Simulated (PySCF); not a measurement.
Electron correlation in N⁺ (nitrogen, charge +1)

[He] 2s1 2p2 3d1, one real determinant (an excited configuration). All numbers are calculated (PySCF 2.14, scalar relativity by spin-free X2C-1e, in aug-cc-pCVTZ-DK). Frozen: nothing; 6 electrons correlated.

```json
{"level": "CCSD", "correlation energy (mhartree)": "-76.97"}
{"level": "(T)", "correlation energy (mhartree)": "-1.81"}
{"level": "CCSD(T)", "correlation energy (mhartree)": "-78.78"}
```

Diagnostics: T1 = 0.0068, D1 = 0.0227, largest double amplitude 0.195.

The real determinant used has ⟨L²⟩ near 8 against 12 for a pure F term, so it mixes terms. The outer electron is Rydberg-like, and this basis confines it to a smaller radius and binds it less than a complete one would. A double-excitation amplitude exceeds 0.15, a sign of near-degeneracy.

Cost of the coupled-cluster step: of the order of 3 core-seconds, for 6 correlated electrons.

The reference is one real determinant that mixes LS terms of this configuration.
